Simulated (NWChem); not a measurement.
System: BaF cation; SMILES [F][Ba+]

Here is an NWChem input.

```
start job
memory heap 200 mb stack 900 mb global 1100 mb
charge 1
geometry units angstroms noautoz
  Ba     0.000000     0.000000    -0.228665
  F      0.000000     0.000000     1.928166
end
basis spherical
  * library def2-tzvp
end
ecp
  Ba library def2-ecp
end
dft
  xc xpbe96 cpbe96
  iterations 150
  mulliken
end
task dft energy
```

Parts of the log:

```
             Northwest Computational Chemistry Package (NWChem) 7.3.0
             --------------------------------------------------------

 ORDER OF PRIMARY AXIS IS BEING SET TO 4
 C4V symmetry detected

                             Geometry "geometry" -> ""
                             -------------------------

 Output coordinates in angstroms (scale by  1.889725989 to convert to a.u.)

  No.       Tag          Charge          X              Y              Z
 ---- ---------------- ---------- -------------- -------------- --------------
    1 Ba                  56.0000     0.00000000     0.00000000    -0.29863814
    2 F                    9.0000     0.00000000     0.00000000     1.85819286

 Effective nuclear repulsion energy (a.u.)     123.6561109776

      Symmetry information
      --------------------

 Group name             C4v
 Group number             18
 Group order               8
 No. of unique centers     2

 Summary of "ao basis" -> "ao basis" (spherical)
 ------------------------------------------------------------------------------
       Tag                 Description            Shells   Functions and Types
 ---------------- ------------------------------  ------  ---------------------
 Ba                        def2-tzvp                14       40   6s4p3d1f
 F                         def2-tzvp                11       31   5s3p2d1f

      Symmetry analysis of basis
      --------------------------

        a1         25
        a2          0
        b1          7
        b2          7
        e          32

            General Information
            -------------------
          SCF calculation type: DFT
          Wavefunction type:  closed shell.
          No. of atoms     :     2
          No. of electrons :    18
           Alpha electrons :     9
            Beta electrons :     9
          Charge           :     1
          Spin multiplicity:     1
          Use of symmetry is: on ; symmetry adaption is: on
          Maximum number of iterations: 150
          AO basis - number of functions:    71
                     number of shells:    25
          Convergence on energy requested:  1.00D-06
          Convergence on density requested:  1.00D-05
          Convergence on gradient requested:  5.00D-04

              XC Information
              --------------
          PerdewBurkeErnzerhof Exchange Functional  1.000
            Perdew 1991 LDA Correlation Functional  1.000 local
           PerdewBurkeErnz. Correlation Functional  1.000 non-local

             Grid Information
             ----------------
          Grid used for XC integration:  medium
          Radial quadrature: Mura-Knowles
          Angular quadrature: Lebedev.
          Tag              B.-S. Rad. Rad. Pts. Rad. Cut. Ang. Pts.
          ---              ---------- --------- --------- ---------
          Ba                  2.15      123          13.0       590
          F                   0.50       49           9.0       434
          Grid pruning is: on
          Number of quadrature shells:   172
          Spatial weights used:  Erf1

      Superposition of Atomic Density Guess
      -------------------------------------

 Sum of atomic energies:        -126.87053775

 Renormalizing density from      19.00 to     18

      Non-variational initial energy
      ------------------------------

 Total energy =    -120.513738
 1-e energy   =    -211.923000
 2-e energy   =      69.327814
 HOMO         =      -1.071525
 LUMO         =      -0.339674

      Symmetry analysis of molecular orbitals - initial
      -------------------------------------------------

 !! scf_movecs_sym_adapt:   14 vectors were symmetry contaminated

  Symmetry fudging

 !! scf_movecs_sym_adapt:    8 vectors were symmetry contaminated

  Numbering of irreducible representations:

     1 a1          2 a2          3 b1          4 b2          5 e

  Orbital symmetries:

     1 a1          2 a1          3 a1          4 a1          5 e
     6 e           7 e           8 e           9 a1         10 a1
    11 e          12 e          13 b1         14 b2         15 a1
    16 e          17 e          18 a1         19 a1

     ---------------------------------------------
      Total Density - Mulliken Population Analysis
     ---------------------------------------------

    Atom       Charge   Shell Charges
 -----------   ------   -------------------------------------------------------
    1 Ba  10     8.07   0.04 -0.37  1.71  0.62  0.00  0.00  3.49  2.52  0.01  0.00  0.04 -0.01 -0.00  0.01
    2 F    9     9.93   0.78  1.19  0.71  1.02  0.28  2.85  2.43  0.67  0.00  0.00  0.00

   convergence    iter        energy       DeltaE   RMS-Dens  Diis-err
 ---------------- ----- ----------------- --------- --------- ---------
 d= 0,ls=0.0,diis     1   -124.7493788794 -1.47D+02  7.40D-02  4.88D+00
 d= 0,ls=0.5,diis     2   -112.4999087884  1.22D+01  7.37D-02  2.81D+01
 d= 0,ls=0.5,diis     3   -124.9315920514 -1.24D+01  7.54D-03  2.36D+00
 d= 0,ls=0.5,diis     4   -125.1539929906 -2.22D-01  3.50D-03  1.17D-01
 d= 0,ls=0.5,diis     5   -125.1775731087 -2.36D-02  1.35D-03  1.98D-02
  Resetting Diis
 d= 0,ls=0.5,diis     6   -125.1787728150 -1.20D-03  7.30D-04  2.96D-02
 d= 0,ls=0.5,diis     7   -125.1794239242 -6.51D-04  1.26D-03  2.17D-02
 d= 0,ls=0.5,diis     8   -125.1793557588  6.82D-05  3.31D-04  2.89D-02
 d= 0,ls=0.5,diis     9   -125.1807446011 -1.39D-03  1.84D-04  4.38D-03
 d= 0,ls=0.5,diis    10   -125.1810678674 -3.23D-04  7.50D-05  5.43D-04
 d= 0,ls=0.5,diis    11   -125.1811201873 -5.23D-05  3.35D-05  8.82D-05
 d= 0,ls=0.5,diis    12   -125.1811286976 -8.51D-06  2.05D-05  3.96D-05
 d= 0,ls=0.5,diis    13   -125.1811323784 -3.68D-06  1.27D-05  1.66D-05
 d= 0,ls=0.5,diis    14   -125.1811338875 -1.51D-06  8.25D-06  6.92D-06
 d= 0,ls=0.5,diis    15   -125.1811345271 -6.40D-07  5.32D-06  2.95D-06

         Total DFT energy =     -125.181134800832
      One electron energy =     -222.769414967269
           Coulomb energy =       89.483485133174
    Exchange-Corr. energy =      -13.976653355588
 Nuclear repulsion energy =       22.081448388851

 Numeric. integr. density =       18.000002561370

                  Occupations of the irreducible representations
                  ----------------------------------------------

                     irrep           alpha         beta
                     --------     --------     --------
                     a1                5.0          5.0
                     a2                0.0          0.0
                     b1                0.0          0.0
                     b2                0.0          0.0
                     e                 4.0          4.0

                       DFT Final Molecular Orbital Analysis
                       ------------------------------------

 Vector    7  Occ=2.000000D+00  E=-4.541283D-01  Symmetry=e
              MO Center=  2.6D-15,  3.8D-16,  1.8D+00, r^2= 7.9D-01
   Bfn.  Coefficient  Atom+Function         Bfn.  Coefficient  Atom+Function
  ----- ------------  ---------------      ----- ------------  ---------------
    46      0.472539  2 F  px                49      0.373557  2 F  px
    52      0.295328  2 F  px                22     -0.103627  1 Ba d  1
    47      0.091831  2 F  py                50      0.072595  2 F  py
    27     -0.065268  1 Ba d  1              53      0.057393  2 F  py
     7     -0.045238  1 Ba px                10     -0.043105  1 Ba px

 Vector    8  Occ=2.000000D+00  E=-4.541283D-01  Symmetry=e
              MO Center= -4.0D-17,  2.5D-17,  1.8D+00, r^2= 7.9D-01
   Bfn.  Coefficient  Atom+Function         Bfn.  Coefficient  Atom+Function
  ----- ------------  ---------------      ----- ------------  ---------------
    47      0.472539  2 F  py                50      0.373557  2 F  py
    53      0.295328  2 F  py                20      0.103627  1 Ba d -1
    46     -0.091831  2 F  px                49     -0.072595  2 F  px
    25      0.065268  1 Ba d -1              52     -0.057393  2 F  px
     8     -0.045238  1 Ba py                11     -0.043105  1 Ba py

 Vector    9  Occ=2.000000D+00  E=-4.522342D-01  Symmetry=a1
              MO Center= -8.4D-16,  7.2D-15,  1.6D+00, r^2= 1.3D+00
   Bfn.  Coefficient  Atom+Function         Bfn.  Coefficient  Atom+Function
  ----- ------------  ---------------      ----- ------------  ---------------
    48      0.474366  2 F  pz                51      0.387360  2 F  pz
    54      0.273981  2 F  pz                 3      0.197724  1 Ba s
    21     -0.190199  1 Ba d  0              12      0.146533  1 Ba pz
     2     -0.131142  1 Ba s                  9      0.129507  1 Ba pz
    15      0.065367  1 Ba pz                 1      0.055853  1 Ba s

 Vector   10  Occ=0.000000D+00  E=-2.487477D-01  Symmetry=a1
              MO Center= -4.2D-15,  3.5D-15, -6.3D-01, r^2= 5.8D+00
   Bfn.  Coefficient  Atom+Function         Bfn.  Coefficient  Atom+Function
  ----- ------------  ---------------      ----- ------------  ---------------
     5      1.116506  1 Ba s                  3     -0.621305  1 Ba s
     2      0.405692  1 Ba s                  4     -0.240520  1 Ba s
    15     -0.189992  1 Ba pz                 1     -0.171741  1 Ba s
    21     -0.148317  1 Ba d  0              26     -0.140602  1 Ba d  0
     6      0.079021  1 Ba s                 45     -0.057642  2 F  s

 Vector   11  Occ=0.000000D+00  E=-2.283650D-01  Symmetry=b1
              MO Center=  2.7D-14, -1.3D-14, -3.0D-01, r^2= 3.4D+00
   Bfn.  Coefficient  Atom+Function         Bfn.  Coefficient  Atom+Function
  ----- ------------  ---------------      ----- ------------  ---------------
    23      0.520048  1 Ba d  2              28      0.520026  1 Ba d  2
    33      0.123802  1 Ba d  2

 Vector   12  Occ=0.000000D+00  E=-2.283618D-01  Symmetry=b2
              MO Center= -1.6D-14,  7.8D-15, -3.0D-01, r^2= 3.4D+00
   Bfn.  Coefficient  Atom+Function         Bfn.  Coefficient  Atom+Function
  ----- ------------  ---------------      ----- ------------  ---------------
    19      0.520036  1 Ba d -2              24      0.520031  1 Ba d -2
    29      0.123813  1 Ba d -2

     ---------------------------------------------
      Total Density - Mulliken Population Analysis
     ---------------------------------------------

    Atom       Charge   Shell Charges
 -----------   ------   -------------------------------------------------------
    1 Ba  10     8.46   0.04 -0.37  1.74  0.59  0.02 -0.00  3.44  2.52  0.07 -0.01  0.28  0.12  0.02  0.01
    2 F    9     9.54   0.77  1.20  0.62  0.95  0.45  2.26  2.07  1.21  0.00  0.01  0.00

     -------------------------------------------
      Total Density - Lowdin Population Analysis
     -------------------------------------------

    Atom       Charge   Shell Charges
 -----------   ------   -------------------------------------------------------
    1 Ba  10     8.54   0.00  0.04  0.92  0.87  0.14  0.03  3.24  2.56  0.16  0.02  0.26  0.24  0.04  0.02
    2 F    9     9.46   0.86  1.10  0.63  0.81  0.48  2.13  2.19  1.24  0.00  0.01  0.00

     Multipole analysis of the density
     ---------------------------------

     L   x y z        total         alpha         beta         nuclear
     -   - - -        -----         -----         ----         -------
     0   0 0 0      1.000000     -9.000000     -9.000000     19.000000

     1   1 0 0     -0.000000     -0.000000     -0.000000      0.000000
     1   0 1 0     -0.000000     -0.000000     -0.000000      0.000000
     1   0 0 1     -2.658912    -14.309374    -14.309374     25.959836

     2   2 0 0    -15.810991     -7.905495     -7.905495      0.000000
     2   1 1 0     -0.000000     -0.000000     -0.000000      0.000000
     2   1 0 1      0.000000      0.000000      0.000000      0.000000
     2   0 2 0    -15.810991     -7.905495     -7.905495      0.000000
     2   0 1 1      0.000000      0.000000      0.000000      0.000000
     2   0 0 2    -23.095554    -68.627265    -68.627265    114.158976
```

Level: PBE/def2-TZVP with def2 effective core potentials on Ba. The geometry was optimised at PBE0/def2-SVP. def2 effective core potentials on Ba; no spin-orbit coupling.
